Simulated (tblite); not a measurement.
A tight-binding relaxation on `Oc1ccccc1[S]` [radical].

Computed with GFN2-xTB geometry optimisation, gas phase (tblite 0.8.0). Start geometry: from a force field or distance geometry. The input is one job of a driver script: a line of settings, then coordinates in Å.

Command:
```bash
OMP_NUM_THREADS=1 python probes_run.py task.json out
```

Input:
```
{"job": {"kind": "relax", "xc": "GFN2-xTB", "basis": "xTB"}, "charge": 0, "multiplicity": 2}
O      2.402500    -0.552900     0.309100
C      1.061500    -0.298700     0.073000
C      0.384700    -1.056200    -0.855300
C     -0.977900    -0.778200    -1.084500
C     -1.619700     0.223200    -0.342400
C     -0.917500     0.973900     0.594500
C      0.434800     0.710300     0.808100
S      1.394100     1.658300     2.033200
H      2.574500     0.128100     1.010800
H      0.884400    -1.831700    -1.406600
H     -1.534200    -1.364700    -1.810300
H     -2.674100     0.430000    -0.516300
H     -1.417500     1.759100     1.168900
```

Output:
```
step      E/eV     max force
  0    -616.57630    2.258
  1    -616.73242    1.363
  2    -616.77630    0.726
  3    -616.80227    0.689
  4    -616.81010    0.329
  5    -616.81653    0.204
  6    -616.81905    0.172
  7    -616.82295    0.178
  8    -616.82519    0.108
  9    -616.82672    0.089
 10    -616.82759    0.087
 11    -616.82848    0.087
 12    -616.82931    0.089
 13    -616.82989    0.059
 14    -616.83013    0.029
 15    -616.83022    0.021
 16    -616.83028    0.021
 17    -616.83031    0.020
 18    -616.83033    0.015
 19    -616.83034    0.010
 20    -616.83035    0.007
```

«max force» is the largest atomic force in eV/Å.

Task: From which step on does the largest force stay under 0.1 eV/Å, and how much energy is left to gain from there?

Result: From step 9 (0.089 eV/Å), 3.6 meV above the end.

Main results: energy lowered by 5.9 kcal/mol over 20 steps; largest atomic force 0.007 eV/Å at the end.

Task: Give the final coordinates.

Result: 0.054 Å rms from the input after alignment:
```
atom  x, y, z in Å
O1     2.3756   -0.5495    0.3022
C2     1.0813   -0.2944    0.0951
C3     0.3677   -1.0329   -0.8440
C4    -0.9698   -0.7712   -1.0594
C5    -1.6251    0.2319   -0.3429
C6    -0.9402    0.9735    0.5890
C7     0.4185    0.7281    0.8260
S8     1.3153    1.6281    1.9767
H9     2.7014    0.0645    0.9907
H10    0.8854   -1.8052   -1.3904
H11   -1.5141   -1.3495   -1.7905
H12   -2.6716    0.4240   -0.5229
H13   -1.4288    1.7532    1.1530
```

Hardware: Arm Neoverse V1, one thread (shared host). Cost: 0.13 s wall.
Labels such as C1 count atoms from 1, the log's own numbers from 0.
